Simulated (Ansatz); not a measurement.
Z-matrix (Å, degrees):
```
C
Ti 1 2.087
H 1 1.095 2 110.6
H 1 1.095 2 110.6 3 120.0
H 1 1.095 2 110.6 3 -120.0
N 2 1.886 1 108.0 3 51.3
N 2 1.886 1 108.0 3 171.3
N 2 1.885 1 108.0 3 -68.7
H 6 1.012 2 122.8 1 -51.2
H 6 1.009 2 127.2 1 124.0
H 7 1.012 2 122.8 1 -51.2
H 7 1.009 2 127.2 1 124.0
H 8 1.012 2 122.8 1 -51.2
H 8 1.009 2 127.2 1 123.9
```

The species carries charge 0 and has multiplicity 1.

Question: List the PBE/def2-TZVPP orbital energies in eV (Ansatz). (Best estimate.)

Answer: Ansatz gave: Occupied: -4835.13, -529.57, -442.11, -442.11, -442.07, -379.58, -379.58, -379.58, -267.45, -59.96, -37.12, -37.12, -36.86, -20.12, -19.95, -19.95, -15.74, -11.53, -11.53, -11.35, -8.90, -8.90, -8.84, -8.54, -8.54, -6.03, -6.03, -5.94, -5.57. Lowest empty: -1.85, -1.85, -0.61, -0.61, -0.51, -0.23, 0.86, 0.86.
